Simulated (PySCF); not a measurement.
Vertical excitations of a molecule C₄H₁₂OSi from TDA-CAM-B3LYP/def2-SVPD run with PySCF 2.14.0, as energy in eV (oscillator strength): 6.65 (0.027), 6.78 (0.008), 7.43 (0.019), 7.73 (0.056), 7.85 (0.003), 8.13 (0.015). Lowest triplet (TDA): 6.33 eV. Geometry: B3LYP-D3(BJ)/def2-SVP. The values are those of a single conformer.

### Question
Pick the molecule that these values belong to.
A. CCOC[SiH2]C
B. C[SiH2]OC(C)C
C. COCCC[SiH3]
D. CC(C)(O)C[SiH3]

### Answer
A, CCOC[SiH2]C
